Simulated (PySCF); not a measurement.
**Ionisation energy of Mn by level of theory**

Mn [Ar] 3d5 4s2 (6S) → Mn+ [Ar] 3d5 4s1 (7S), as a difference of total energies. Computed with PySCF 2.14 in cc-pVTZ (7s6p4d2f1g, 68 functions), with the non-relativistic Hamiltonian (point nucleus). Correlated levels: valence: [Ar] frozen. The calculations carry no spin-orbit coupling.

```
           method  ionisation energy (eV)  difference from reference (eV)
              UHF                   5.973                          -1.461
           r2SCAN                   6.880                          -0.554
            M06-L                   7.533                          +0.099
    MP2 (valence)                   6.897                          -0.537
SCS-MP2 (valence)                   7.105                          -0.329
```

Reference: 7.434 eV (measured; NIST Atomic Spectra Database, ionization energies).

These non-relativistic numbers lack the scalar-relativistic shift.

Errors of the correlated levels include the incompleteness of this basis and the frozen core.

MP2 underrates the near-degeneracy of ns² with np² in the lower species.
